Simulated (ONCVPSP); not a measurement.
**Transferability test, ONCV potential for Os**

Os (Z = 76), optimised norm-conserving Vanderbilt (ONCV), made with ONCVPSP 4.0.1 (PBE, scalar-relativistic). Core [Xe] 4f14, reference 5d6 6s1.5 (charge +0.5). Waves: 6s: rc 2.10 bohr, ncon 3, nbas 7, qcut 2.7 1/bohr, 1 projector; p scattering state at 0.1 Ha: rc 2.30 bohr, ncon 3, nbas 7, qcut 3.7 1/bohr, 2 projectors, debl 1.5 Ha; 5d: rc 2.20 bohr, ncon 4, nbas 8, qcut 8 1/bohr, 1 projector. Local part: polynomial inside 2.05 bohr (lpopt 5, dvloc0 4 Ha). Core correction: none.

In the p channel the program set the typed energies aside and used 0.050, 1.550 Ha.

Energies are relative to the spin-unpolarised reference configuration 5d6 6s1.5; without spin polarisation the order of configurations can differ from experiment.

Problem. Give the all-electron excitation energy and the error of the potential for: 5d6 6s2; 5d6 6s1; 5d6 6s0; 5d5 6s2 6p1.

Solution.

```
valence configuration  charge  ΔE all-electron (eV)  error AE − PS (meV)
              5d6 6s2       0                -3.914                 +2.6
              5d6 6s1      +1                 5.663                 -0.1
              5d6 6s0      +2                22.578                  +29
          5d5 6s2 6p1       0                 2.191                  -63
```

Note: ghosts flagged at negative energy: p at -25.3 eV; no localised positive-energy state flagged. A true bound ghost makes a file unfit for plane-wave use.
